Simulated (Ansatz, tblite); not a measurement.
Removing an electron: the cluster Li₂Sn₂⁻. The state is a doublet with charge -1. Geometry: PBE-D4/def2-TZVPD. Ansatz, gas phase; energy differences of separate SCF runs; the oxidised species is a singlet (the triplet lies 0.35 eV higher at PBE0-D4/def2-TZVPD).

```xyz
4

Li   -0.770    1.809    1.465
Li   -0.202   -1.071    1.031
Sn    0.783   -1.622   -1.603
Sn    0.188    0.884   -0.892
```

In the def2 sets Sn takes a core potential; there is no spin–orbit coupling. The xTB rows come from tblite. The structure comes from a short search, and lower isomers may exist.

```tsv
level	−HOMO (eV)	vertical IE (eV)	−LUMO (eV)	HOMO–LUMO gap (eV)	remarks
GFN1-xTB	–	6.52	–	–	–
GFN2-xTB	–	3.88	–	–	–
PBE-D4/def2-TZVPD	-0.31	1.41	-1.00	0.69	HOMO above zero (-1 doublet), restricted singlet, untested (singlet)
r2SCAN-D4/def2-TZVPD	-0.17	1.49	-1.16	0.99	HOMO above zero (-1 doublet), restricted singlet, untested (singlet), spin-contaminated (⟨S²⟩ 0.92) (-1 doublet)
PBE0-D4/def2-TZVPD	0.24	1.45	-1.50	1.74	restricted singlet, untested (singlet), spin-contaminated (⟨S²⟩ 0.87) (-1 doublet)
```

  A HOMO above zero means that the electron is unbound at that level or that self-interaction error raises the level; the energy of removing that electron tells which. HOMO and LUMO are the levels of the spin that leaves or enters (xTB has no such levels and no spin-polarisation term). Other spin states of the ions may lie lower, which would lower the ionisation energy or raise the affinity. Raw xTB energy differences between charge states are shifted by several eV; the methods need an empirical correction for them.
